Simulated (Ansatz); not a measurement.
Pd₃Au. Total charge 0; doublet. Geometry relaxed at B3LYP-D4/def2-SVP.

```
atom   x (Å)   y (Å)   z (Å)
 Pd1  -0.577   1.226   0.900
 Pd2  -0.905  -1.320   0.292
 Pd3   1.526  -0.309   0.472
 Au4  -0.045   0.403  -1.664
```

In the def2 sets Au, Pd take a core potential; there is no spin–orbit coupling. The structure comes from a short search, and lower isomers may exist.

**Question.** Estimate the harmonic wavenumbers at UKS B3LYP-D4/def2-SVP (Ansatz, unscaled). Is this a minimum?

**Answer.** 78, 78, 129, 134, 134, 208 cm⁻¹. Yes, no mode is imaginary beyond noise. Zero-point energy 4.5 kJ/mol. Hardware: 2 threads of AMD EPYC 7R13 on a shared host. Wall time 3.8 min, peak host memory 0.63 GiB.
